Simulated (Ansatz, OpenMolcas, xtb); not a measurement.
## How methods differ on C2H5AlBN (SMILES B[C]1=C[NH][AlH]1)

The species is C2H5AlBN (10 atoms), meant as a singlet with charge 0. SMILES: `B[C]1=C[NH][AlH]1`. The shape is that of a PBE0-D4/def2-TZVP optimisation.

```xyz
10

B    -1.2530    0.5767   -1.4187
C    -0.1438    0.2428   -0.4788
C    -0.3150   -0.4713    0.7023
N     0.8209   -0.6735    1.4228
Al    1.6885    0.2649    0.0805
H    -2.3757    0.2170   -1.1617
H    -1.0762    1.1954   -2.4326
H    -1.2730   -0.8592    1.0617
H     0.7920   -1.1794    2.2897
H     3.2184    0.6355   -0.0622
```

Each level gives the HOMO–LUMO gap (eV). The values are calculated.

```tsv
level	kind	program	value (eV)	CPU time
GFN0-xTB	semi-empirical	xtb	3.43	under 2 s
HF/6-31G* (spherical functions)	Hartree–Fock	OpenMolcas	9.82	7.7 s
SVWN5/6-31G* (spherical functions)	LDA	Ansatz	2.75	5.1 s
BLYP/6-31G* (spherical functions)	GGA	Ansatz	2.71	7.5 s
PBE/6-31G* (spherical functions)	GGA	Ansatz	2.79	7.5 s
M06-L/6-31G* (spherical functions)	meta-GGA	OpenMolcas	3.29	41 s
BHLYP/6-31G* (spherical functions)	global hybrid	Ansatz	6.36	9.9 s
wB97M-V/6-31G* (spherical functions)	range-separated hybrid	Ansatz	8.43	1.7 min
B2PLYP/6-31G* (spherical functions)	double hybrid	Ansatz	6.54	13 s
```

The values span 2.71 to 9.82 eV. Orbital gaps aren't excitation energies, and those of double hybrids come from the SCF part alone; they tend to grow with the share of exact exchange. Times are those of the runs behind each value, whatever else they computed, on shared processors of several kinds: orders of magnitude only.
